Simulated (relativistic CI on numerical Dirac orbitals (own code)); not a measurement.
# The spin-orbit constant of Cu VI from its measured fine structure

Problem. The ground term 5D of Cu VI (3s2 3p6 3d6) has the measured levels J = 0: 2733.4, J = 1: 2489.6, J = 2: 1986.8, J = 3: 1195.8, J = 4: 0.0 cm⁻¹ (Sugar and Musgrove, J. Phys. Chem. Ref. Data 19, 527 (1990)). Test the interval rule and estimate ζ(3d).

Working.
1. In LS coupling E(J) − E(J − 1) = AJ. The intervals give A = -243.8 (J = 1), -251.4 (J = 2), -263.7 (J = 3), -298.9 (J = 4) cm⁻¹.
2. These values spread by 20 % of their mean, from second-order spin-orbit mixing with other terms and from spin-spin terms.
3. The whole width divided by the sum of the upper J values gives a mean A = -273.3 cm⁻¹.
4. For the Hund term of a shell that is more than half full, A = −ζ/2S with 2S = 4, so ζ = 1093 cm⁻¹.

Check. The value calculated from Dirac-Coulomb-Breit radial functions of this configuration is ζ = 1062 cm⁻¹, 3 % below the estimate from measurement. The same recipe applied to the calculated levels returns 1066 cm⁻¹, which shows the bias of the recipe itself. Where the interval rule fails, the estimate is only rough.
